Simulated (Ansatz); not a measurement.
Isolated molecules relaxed with PBE0-D4/def2-TZVP in Ansatz; ΔE leaves out vibrations. CBS: MP2 limit from def2 TZ/QZ plus the TZ coupled-cluster correction, frozen cores. DFT in def2-TZVPP. For Ga outer-core shells are correlated without core-valence functions, which leaves a few kJ/mol of doubt a bond. Scalar relativity is left out up to krypton. One conformer a species, not always the lowest.

Consider the substitution at a C–C bond: `CSC(C)N` + `N[SiH2][GaH2]` → `CN[SiH2][GaH2]` + `CSCN`.

Task: Is it downhill or uphill in electronic energy at CCSD(T)/CBS, and by how much? (Estimate.)

Result: Ansatz gave: Uphill: ΔE = +0.53 eV.

Task: What do these levels give: PBE-D4, PBE0-D4, ωB97X-V, ωB97M-V, B2PLYP, PBE0, MP2/def2-TZVPP, SCS-MP2/def2-TZVPP, CCSD/def2-TZVPP, CCSD(T)/def2-TZVPP, MP2/def2-QZVPP, CCSD/CBS(def2)? (An estimate is asked.)

Result: Ansatz gave: PBE-D4 0.46, PBE0-D4 0.48, ωB97X-V 0.48, ωB97M-V 0.50, B2PLYP 0.47, PBE0 0.46, MP2/def2-TZVPP 0.56, SCS-MP2/def2-TZVPP 0.51, CCSD/def2-TZVPP 0.50, CCSD(T)/def2-TZVPP 0.51, MP2/def2-QZVPP 0.57, CCSD/CBS(def2) 0.52 eV.

Largest T1 diagnostic among the species: 0.012.

In def2-TZVPP, CCSD(T) changes the Hartree–Fock value by +0.09 eV (the triples alone add +0.01 eV) and MP2 by +0.14 eV.
